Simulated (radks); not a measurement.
The numbers below are computed, except where a source is named.
Task: Fe XIII, configuration [Ne] 3s2 3p2 (the NIST ground configuration). Level of theory: Dirac Kohn-Sham, LB94 model potential, spin-unpolarised, spherical densities, finite nucleus; open shells fill j = l - 1/2 first; Fermi nuclear charge, rms radius 3.7377 fm (a radial shooting solver on a logarithmic mesh with Libxc functionals). Some entries of the table are withheld. Estimate them.

| orbital | occ. | eigenvalue (hartree) | <r^2> (bohr^2) | <r> (bohr) |
|---|---|---|---|---|
| 1s1/2 | 2 | -272.9385 | (1) | 0.05830 |
| 2s1/2 | 2 | -43.68057 | 0.08215 | 0.2641 |
| 2p1/2 | 2 | -39.62394 | 0.06509 | (2) |
| 2p3/2 | 4 | -39.14939 | 0.06663 | (3) |
| 3s1/2 | 2 | -14.37086 | 0.5620 | 0.7029 |
| 3p1/2 | 2 | -13.13675 | 0.5585 | (4) |
| 3p3/2 | 0 | -13.04534 | 0.5667 | (5) |

Result: 
(1) 1s1/2 <r^2> (bohr^2): 0.004567
(2) 2p1/2 <r> (bohr): 0.2304
(3) 2p3/2 <r> (bohr): 0.2334
(4) 3p1/2 <r> (bohr): 0.6958
(5) 3p3/2 <r> (bohr): 0.7011
